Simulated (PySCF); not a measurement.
OS2, SMILES [O-][S+]=S. Geometry optimised at PBE0-D3(BJ)/def2-TZVP.

Computed with PBE0-D3(BJ)/def2-TZVP in PySCF.

Harmonic wavenumbers (cm⁻¹): 394, 723, 1241. Rotational constants (GHz): 41.83, 5.093, 4.540; symmetry number 1.

Work out the zero-point energy and the ideal-gas rigid-rotor harmonic-oscillator thermochemistry at 298.15 K and 1 atm.

ZPE = ½ Σ hcν = ½ × 2359 cm⁻¹ = 14.11 kJ/mol. H − E(el) = 25.16 kJ/mol. Entropy in J/(mol K): translation 163.42, rotation 97.58, vibration 5.43, total 266.43. G − E(el) = -54.28 kJ/mol. Cp = 43.50 J/(mol K).
